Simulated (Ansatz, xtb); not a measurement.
Breaking the Cd1–H2 bond in CH4Cd (SMILES [CH3][CdH]) (multiplicity 1 held, fragments rigid). Energies count from the point at 1.682 Å.
Geometry at that point (charge 0, multiplicity 1):
```xyz
6

Cd    -0.28069    -0.15103    -0.04142
H     -1.74995    -0.94161    -0.25822
C      1.58135     0.85090     0.23335
H      2.03124     0.55928     1.18282
H      1.43289     1.93112     0.23533
H      2.27073     0.59541    -0.57191
```

Restricted levels (R-, RO-) in cc, def2 and unpolarised 6-31G sets keep to the state of the molecule at rest. U- levels take the lowest unrestricted solution at each point, which mixes spins at long bonds. Active spaces are followed from a long bond inwards. Curves can end on different states.

Correlated levels freeze the cores.

Codes used: Ansatz (Gaussian orbitals); xtb for the GFN methods. Each number belongs to the level named beside it. In def2 rows elements past Kr take small-core potentials, without spin–orbit coupling. The GFN methods have no spin term and hold the electronic entropy of 300 K.

Energies in kcal/mol.

```csv
R (Å),GFN2-xTB,U-MP2/def2-SVP,U-SCS-MP2/def2-SVP,R-CCSD/def2-SVP,"SC-NEVPT2 on CASSCF(2,2)/def2-SVP","FIC-MRCISD+Q on CASSCF(2,2)/def2-SVP"
1.346,19.6,23.7,24.9,25.6,25.2,25.8
1.514,3.9,4.1,4.5,4.9,4.9,?
1.682,0.0,0.0,0.0,0.0,0.0,0.0
1.851,0.7,3.8,3.5,3.0,2.8,2.9
2.019,3.6,11.6,11.0,10.0,9.3,9.7
2.271,10.1,26.1,25.2,23.1,21.6,22.5
2.524,18.0,44.1,44.1,36.2,33.8,35.1
2.944,32.9,59.7,60.9,54.2,49.9,52.0
3.365,47.3,65.0,66.6,66.2,59.7,?
3.870,61.5,67.0,68.8,74.3,65.1,68.2
4.543,74.2,67.7,69.5,78.9,67.4,?
5.384,82.0,67.9,69.7,80.7,67.9,71.2
```

Task: Some entries are withheld; supply them.

Result: 
- 4.543, FIC-MRCISD+Q on CASSCF(2,2)/def2-SVP: 70.6
- 1.514, FIC-MRCISD+Q on CASSCF(2,2)/def2-SVP: 5.0
- 3.365, FIC-MRCISD+Q on CASSCF(2,2)/def2-SVP: 62.3

Doubts at one or more of the structures used: a spin-contaminated determinant (U-MP2/def2-SVP, U-SCS-MP2/def2-SVP); a restricted determinant that unrestricted orbitals would lower (R-CCSD/def2-SVP); other coupled-cluster roots lie near (R-CCSD/def2-SVP); T1 above 0.05 (R-CCSD/def2-SVP).

Ansatz is a quantum-chemistry and plane-wave program.
